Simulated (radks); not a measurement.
All-electron atom: neutral niobium in [Kr] 4d3 5s2 (not the ground configuration). All-electron calculation, Dirac Kohn-Sham, PBE, spin-unpolarised, spherical densities, point nucleus; open shells are shared between the two j in proportion to 2j + 1. Program: a radial shooting solver on a logarithmic mesh with Libxc functionals.

Normalised radial functions P(r) = r R(r) (large component), r in bohr:

r           4p1/2    5s1/2    4d5/2
0.001628   0.0018   0.0151   0.0000
0.002189   0.0028   0.0195   0.0000
0.002919   0.0044   0.0248   0.0000
0.003925   0.0069   0.0315   0.0000
0.005235   0.0109   0.0391   0.0001
0.006982   0.0174   0.0476   0.0001
0.009387   0.0281   0.0563   0.0003
0.01252    0.0444   0.0635   0.0007
0.0167     0.0693   0.0671   0.0015
0.02245    0.1070   0.0634   0.0034
0.02995    0.1575   0.0485   0.0072
0.04026    0.2218   0.0181   0.0153
0.0537     0.2864  -0.0258   0.0306
0.07162    0.3291  -0.0749   0.0581
0.09629    0.3091  -0.1093   0.1049
0.1284     0.1843  -0.0985   0.1710
0.1713    -0.0553  -0.0261   0.2500
0.2303    -0.3489   0.0898   0.3177
0.3072    -0.5173   0.1687   0.3252
0.413     -0.3888   0.1259   0.2240
0.5508     0.0558  -0.0455   0.0057
0.7346     0.6125  -0.2314  -0.2874
0.9877     0.9739  -0.2630  -0.5684
1.317      0.9346  -0.0620  -0.7169
1.771      0.6073   0.2721  -0.6965
2.362      0.2769   0.5270  -0.5570
3.151      0.0852   0.5933  -0.3784
4.236      0.0154   0.4667  -0.2097
5.65       0.0015   0.2642  -0.0930
7.535      0.0001   0.1052  -0.0310
10.13      0.0000   0.0256  -0.0066

4p1/2: eigenvalue -38.253 eV, 2 radial nodes at r = 0.162, 0.535 bohr, <r> = 1.27 bohr, 90 % of the charge inside 1.89 bohr. 5s1/2: eigenvalue -4.683 eV, 4 radial nodes at r = 0.0458, 0.184, 0.516, 1.40 bohr, <r> = 3.55 bohr, 90 % of the charge inside 5.30 bohr. 4d5/2: eigenvalue -4.566 eV, 1 radial node at r = 0.554 bohr, <r> = 2.06 bohr, 90 % of the charge inside 3.39 bohr.
